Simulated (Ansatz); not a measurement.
The cluster AgCl2⁻, relaxed as a singlet with RKS PBE0-D4/def2-TZVPD in Ansatz, starting from the GFN2-xTB geometry. Force threshold 0.02 eV/Å.

In the def2 sets Ag takes a core potential; there is no spin–orbit coupling. The structure comes from a short search, and lower isomers may exist.

Start:

```xyz
3

Ag    0.000    0.000    0.002
Cl   -0.552    2.090    0.763
Cl    0.553   -2.090   -0.764
```

```json
{"step": "1", "energy (eV)": "-29043.0309", "largest force component (eV/Å)": "0.324", "SCF passes": "13"}
{"step": "2", "energy (eV)": "-29043.0473", "largest force component (eV/Å)": "0.091", "SCF passes": "19"}
{"step": "3", "energy (eV)": "-29043.0489", "largest force component (eV/Å)": "0.005", "SCF passes": "20"}
```

Force components are those of the run's own axes.

End:

```
atom   x (Å)   y (Å)   z (Å)
 Ag1   0.000   0.000   0.000
 Cl2  -0.563   2.130   0.778
 Cl3   0.563  -2.130  -0.778
```

By distances, no bond broke or formed. The bond that changes most is Ag1–Cl2, from 2.29 to 2.34 Å (atoms count from 1).

No frequencies were taken in this run, so the end may be a saddle point.

Run time 2.9 s (4 threads of Arm Neoverse V1 on a shared host).
